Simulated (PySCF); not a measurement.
Cartesian coordinates in Å; atom numbers follow the order of the lines, from 1:
```xyz
19

C     3.043   -0.145    1.294
S     1.332    0.191    1.798
C     0.411    0.237    0.296
C     0.864    0.322   -0.949
F     2.162    0.415   -1.307
C    -1.077    0.129    0.539
C    -1.534   -1.324    0.424
C    -1.832    1.042   -0.382
N    -2.774    0.616   -1.089
H     3.457    0.707    0.765
H     3.589   -0.315    2.217
H     3.068   -1.036    0.675
H     0.213    0.321   -1.811
H    -1.265    0.479    1.563
H    -2.602   -1.385    0.609
H    -1.006   -1.941    1.146
H    -1.339   -1.696   -0.578
H    -1.481    2.084   -0.356
H    -3.239    1.308   -1.672
```

All values are calculated (PySCF): GFN2-xTB geometry, NMR shieldings at PBE0/pcSseg-1/GIAO. Gas phase, non-relativistic Hamiltonian, one averaged value for each set of equivalent atoms, a single conformation.

Scale: $^{13}$C and $^{1}$H vs TMS; $^{33}$S vs CS2; $^{19}$F against CFCl3; $^{15}$N vs NH3 (reference shieldings calculated alike).

| atoms | nucleus | count | Hirshfeld charge | δ (ppm) |
| --- | --- | --- | --- | --- |
| H15/H16/H17 | $^{1}$H | 3 | 0.04 | 1.40 |
| C1 | $^{13}$C | 1 | -0.12 | 21.5 |
| H14 | $^{1}$H | 1 | 0.05 | 2.42 |
| H18 | $^{1}$H | 1 | 0.04 | 8.36 |
| C8 | $^{13}$C | 1 | 0.06 | 176.6 |
| S2 | $^{33}$S | 1 | 0.03 | ? |
| C3 | $^{13}$C | 1 | -0.04 | ? |
| C7 | $^{13}$C | 1 | -0.13 | ? |
| H13 | $^{1}$H | 1 | 0.05 | ? |
| F5 | $^{19}$F | 1 | -0.08 | ? |
| H19 | $^{1}$H | 1 | 0.12 | 10.78 |
| N9 | $^{15}$N | 1 | -0.21 | 350.7 |
| C4 | $^{13}$C | 1 | 0.01 | 155.5 |
| H10/H11/H12 | $^{1}$H | 3 | 0.05 | 2.66 |
| C6 | $^{13}$C | 1 | -0.03 | 48.2 |

Question: Estimate the values marked ?.

Answer: 
- C3: 131.5 ppm, carbon bonded to 2 C, S
- C7: 21.1 ppm, carbon bonded to C, 3 H
- H13: 6.75 ppm, hydrogen on a carbon bonded to C, F
- S2: 18 ppm, sulfur bonded to 2 C
- F5: -152.7 ppm, fluorine bonded to C

Exchangeable OH/NH protons stand at their gas-phase positions; hydrogen bonding in a real sample shifts them, mostly to higher δ. Shifts are as computed. Against solution values, carbons near 30 ppm lie about +3 ppm off and those near 130 ppm about +5 ppm; carbons on S a further +4 ppm. Of 1211 compounds with measured shifts, 218 miss one by over three times the rms of a fit or turn the order of signals round; such compounds aren't used in these exercises. Unscaled 19F shifts against computed CFCl3 carry errors that often reach 10 to 50 ppm. Experimental scales use liquid or dissolved standards, which lie at an offset from isolated NH3 (liquid NH3: subtract about 20 ppm). Unscaled 15N shifts of sp2 nitrogen come out 20 to 40 ppm too high even then.
